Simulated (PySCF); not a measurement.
Isomers of C6H10NP.

All values: CAM-B3LYP/def2-SVPD (PySCF) at GFN2-xTB geometries, gas phase, one conformer each. Core orbitals are frozen in the response; Δα² is half the sum of the squared differences of the principal polarisabilities.

Question: Rank by polarisability anisotropy Δα, lowest first.
A. `[N:1]#[C:2][CH2:3][CH2:4][PH:5][CH:6]1[CH2:7][CH2:8]1` with C2–C3–C4–P5 -179°, C3–C4–P5–C6 -171°, C4–P5–C6–C7 -163°
B. `[CH3:1][P:2]([CH3:3])[n:4]1[cH:5][cH:6][cH:7][cH:8]1` with C1–P2–N4–C5 130°
C. `[N:1]#[C:2][CH2:3][PH:4][CH:5]1[CH2:6][CH2:7][CH2:8]1` with C2–C3–P4–C5 57°, C3–P4–C5–C6 -174°, P4–C5–C6–C7 -130°, C5–C6–C7–C8 12°, C6–C7–C8–C5 -12°, P4–C5–C8–C7 130°
D. `[CH2:1]=[CH:2][C:3]1=[C:4]([CH3:5])[P:6]1[NH:7][CH3:8]` with C1–C2–C3–C4 178°, C4–P6–N7–C8 137°
E. `[CH3:1][CH2:2][c:3]1[p:4][cH:5][cH:6][n:7]1[CH3:8]` with C1–C2–C3–P4 -89°

Answer: C (3.29 Å³), B (5.13 Å³), E (6.09 Å³), A (6.62 Å³), D (6.93 Å³).

Question: Rank by mean static polarisability, lowest first.
A. `[N:1]#[C:2][CH2:3][CH2:4][PH:5][CH:6]1[CH2:7][CH2:8]1` with C2–C3–C4–P5 -179°, C3–C4–P5–C6 -171°, C4–P5–C6–C7 -163°
B. `[CH3:1][P:2]([CH3:3])[n:4]1[cH:5][cH:6][cH:7][cH:8]1` with C1–P2–N4–C5 130°
C. `[N:1]#[C:2][CH2:3][PH:4][CH:5]1[CH2:6][CH2:7][CH2:8]1` with C2–C3–P4–C5 57°, C3–P4–C5–C6 -174°, P4–C5–C6–C7 -130°, C5–C6–C7–C8 12°, C6–C7–C8–C5 -12°, P4–C5–C8–C7 130°
D. `[CH2:1]=[CH:2][C:3]1=[C:4]([CH3:5])[P:6]1[NH:7][CH3:8]` with C1–C2–C3–C4 178°, C4–P6–N7–C8 137°

Answer: C (14.19 Å³), A (14.57 Å³), B (14.82 Å³), D (16.18 Å³).

All values together:

```json
{"SMILES": "N#CCCPC1CC1", "μ (D)": "3.99", "HOMO (eV)": "-8.72", "LUMO (eV)": "0.84", "α (Å³)": "14.57", "Δα (Å³)": "6.62"}
{"SMILES": "C=CC1=C(C)P1NC", "μ (D)": "1.28", "HOMO (eV)": "-7.25", "LUMO (eV)": "0.11", "α (Å³)": "16.18", "Δα (Å³)": "6.93"}
{"SMILES": "N#CCPC1CCC1", "μ (D)": "3.13", "HOMO (eV)": "-8.79", "LUMO (eV)": "0.87", "α (Å³)": "14.19", "Δα (Å³)": "3.29"}
{"SMILES": "CCc1pccn1C", "μ (D)": "3.80", "HOMO (eV)": "-7.12", "LUMO (eV)": "0.96", "α (Å³)": "15.00", "Δα (Å³)": "6.09"}
{"SMILES": "CP(C)n1cccc1", "μ (D)": "2.01", "HOMO (eV)": "-7.45", "LUMO (eV)": "1.27", "α (Å³)": "14.82", "Δα (Å³)": "5.13"}
```

Conformers: `[N:1]#[C:2][CH2:3][CH2:4][PH:5][CH:6]1[CH2:7][CH2:8]1` with C2–C3–C4–P5 -179°, C3–C4–P5–C6 -171°, C4–P5–C6–C7 -163°; `[CH2:1]=[CH:2][C:3]1=[C:4]([CH3:5])[P:6]1[NH:7][CH3:8]` with C1–C2–C3–C4 178°, C4–P6–N7–C8 137°; `[N:1]#[C:2][CH2:3][PH:4][CH:5]1[CH2:6][CH2:7][CH2:8]1` with C2–C3–P4–C5 57°, C3–P4–C5–C6 -174°, P4–C5–C6–C7 -130°, C5–C6–C7–C8 12°, C6–C7–C8–C5 -12°, P4–C5–C8–C7 130°; `[CH3:1][CH2:2][c:3]1[p:4][cH:5][cH:6][n:7]1[CH3:8]` with C1–C2–C3–P4 -89°; `[CH3:1][P:2]([CH3:3])[n:4]1[cH:5][cH:6][cH:7][cH:8]1` with C1–P2–N4–C5 130°.
